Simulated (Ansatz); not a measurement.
Si4Ge⁻, relaxed as a doublet with UKS B3LYP-D4/def2-SVPD in Ansatz, starting from the GFN2-xTB geometry. Force threshold 0.02 eV/Å.

Another isomer (doublet) lies 1.04 eV lower at PBE0-D4/def2-TZVPD; other spin states weren't run for this one.

Start:

| atom | x (Å) | y (Å) | z (Å) |
| --- | --- | --- | --- |
| Si1 | -0.806 | -1.280 | -1.578 |
| Si2 | 0.941 | -0.085 | -0.958 |
| Si3 | -0.540 | 1.075 | 1.202 |
| Si4 | -1.361 | -0.891 | 0.576 |
| Ge5 | 1.766 | 1.182 | 0.758 |

Task: Estimate the energy that the relaxation releases and the steps that it takes.

Result: 16.6 kcal/mol, in 8 steps; 35 s on 4 threads of Arm Neoverse V2 on a shared host. No frequencies were taken in this run, so the end may be a saddle point.

Task: Does the start keep its bonding?

Result: Bonds formed: Si2–Si3, Si2–Si4 (atoms count from 1).

Task: Predict the relaxed structure.

Result: 
```
atom   x (Å)   y (Å)   z (Å)
 Si1  -0.899  -1.308  -1.744
 Si2   0.727  -0.076  -0.739
 Si3  -0.528   1.227   1.057
 Si4  -1.202  -1.041   0.582
 Ge5   1.903   1.197   0.844
```
Bond lengths: 5 × Si–Si 2.27 to 2.55 Å; 2 × Ge–Si 2.35 to 2.44 Å.
